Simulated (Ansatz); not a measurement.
Computed with Ansatz on PBE0-D4/def2-TZVP structures; ΔE is electronic, products minus reactants. CCSD(T)/CBS adds triple-zeta CCSD(T) − MP2 to the extrapolated MP2 energy (def2 sets, frozen cores). DFT in def2-TZVPP. Each species was taken in one conformer, which may not be the lowest.

Consider the formal exchange of groups at a B–O bond: `BO[SiH2]SC` + `C=C(O)OC` → `B/C=C(/O)OC` + `CS[SiH2]O`.

**Question.** Is it downhill or uphill in electronic energy at CCSD(T)/CBS, and by how much? (Best estimate.)

**Answer.** Computed: Uphill: ΔE = +105.5 kJ/mol.

**Question.** What do these levels give: PBE0-D4, ωB97M-V, r2SCAN, HF/def2-TZVPP, MP2/def2-TZVPP, SCS-MP2/def2-TZVPP, CCSD/def2-TZVPP, CCSD(T)/def2-TZVPP, HF/def2-QZVPP, MP2/def2-QZVPP, HF/CBS(def2), CCSD/CBS(def2)? (An estimate is asked.)

**Answer.** Computed: PBE0-D4 93.3, ωB97M-V 101.9, r2SCAN 92.1, HF/def2-TZVPP 114.3, MP2/def2-TZVPP 102.8, SCS-MP2/def2-TZVPP 106.9, CCSD/def2-TZVPP 107.8, CCSD(T)/def2-TZVPP 104.9, HF/def2-QZVPP 115.9, MP2/def2-QZVPP 103.7, HF/CBS(def2) 116.1, CCSD/CBS(def2) 108.4 kJ/mol.

Largest T1 diagnostic among the species: 0.013.

In def2-TZVPP, CCSD(T) changes the Hartree–Fock value by −9.5 kJ/mol (the triples alone add −2.9 kJ/mol) and MP2 by −11.5 kJ/mol. From PBE to PBE0 (25 % exact exchange), in def2-TZVPP and without D4, ΔE moves by +6.1 kJ/mol.
